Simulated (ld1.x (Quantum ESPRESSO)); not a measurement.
**Scattering properties, ultrasoft potential for thulium**

ld1.x (Quantum ESPRESSO) 7.5 input, shortened:

```
&input
   title='Tm', zed=69., rel=1, dft='PBE', iswitch=3,
   config='[Xe] 4f12 5d1 6s1.75 6p0.25'
 /
 &inputp
   pseudotype=3, tm=.true., lloc=-1, rcloc=3.15,
   nlcc=.false.,
   which_augfun='PSQ', rmatch_augfun_nc=.true.
 /
6
6S  1  0   1.75   0.00  2.80  3.30  0.0
6S  1  0   0.00   0.35  2.80  3.30  0.0
6P  2  1   0.25   0.00  3.60  3.80  0.0
6P  2  1   0.00   3.90  3.60  3.80  0.0
5D  3  2   1.00   0.00  2.40  3.30  0.0
5D  3  2   0.00   1.05  2.40  3.30  0.0
 &test
   configts(1)='5d1 6s1.75 6p0.25'
 /
```

The phase is arctan(r·u′/u) with u = r·R(r), unwrapped; energies in Ry, scanned from -2 to 5 Ry. A pole is an energy at which the radial function vanishes at the test radius. The pseudo phase is shifted by a multiple of π to meet the all-electron one at the reference energy, and phase errors are pseudo minus all-electron; the curves can meet again beyond the range given. Levels narrower than the energy grid can be missing from the lists of poles.

```csv
channel,radius (bohr),reference energy (Ry),"poles, all-electron","poles, pseudo",unbroken range about the reference energy with phases within 0.05 rad,phase error 1 Ry above the reference energy (rad)
s,4.09,-0.35,"0.20, 3.56","0.20, 2.41, 3.77",below 1.5,-0.000
p,4.09,-0.11,"0.91, 4.54","0.87, 4.46",below 1.9,-0.011
d,4.09,-0.17,"0.01, 2.31","0.01, 2.28",below 3.3,-0.001
```

Phases in the d channel:

| E (Ry) | all-electron | pseudo |
| --- | --- | --- |
| -2.00 | 1.394 | 1.394 |
| -1.76 | 1.382 | 1.381 |
| -1.52 | 1.366 | 1.366 |
| -1.28 | 1.345 | 1.345 |
| -1.04 | 1.316 | 1.316 |
| -0.80 | 1.269 | 1.269 |
| -0.56 | 1.174 | 1.173 |
| -0.32 | 0.762 | 0.762 |
| -0.08 | -1.399 | -1.399 |
| 0.16 | -1.718 | -1.719 |
| 0.40 | -1.876 | -1.877 |
| 0.64 | -2.112 | -2.113 |
| 0.88 | -2.799 | -2.800 |
| 1.12 | -3.970 | -3.970 |
| 1.36 | -4.386 | -4.387 |
| 1.60 | -4.540 | -4.541 |
| 1.84 | -4.621 | -4.623 |
| 2.08 | -4.674 | -4.677 |
| 2.32 | -4.715 | -4.720 |
| 2.56 | -4.750 | -4.758 |
| 2.80 | -4.786 | -4.798 |
| 3.04 | -4.826 | -4.847 |
| 3.28 | -4.879 | -4.921 |
| 3.52 | -4.965 | -5.070 |
| 3.76 | -5.147 | -5.565 |
| 4.00 | -5.784 | -7.014 |
| 4.24 | -7.104 | -7.510 |
| 4.48 | -7.514 | -7.656 |
| 4.72 | -7.651 | -7.725 |
| 4.96 | -7.719 | -7.767 |
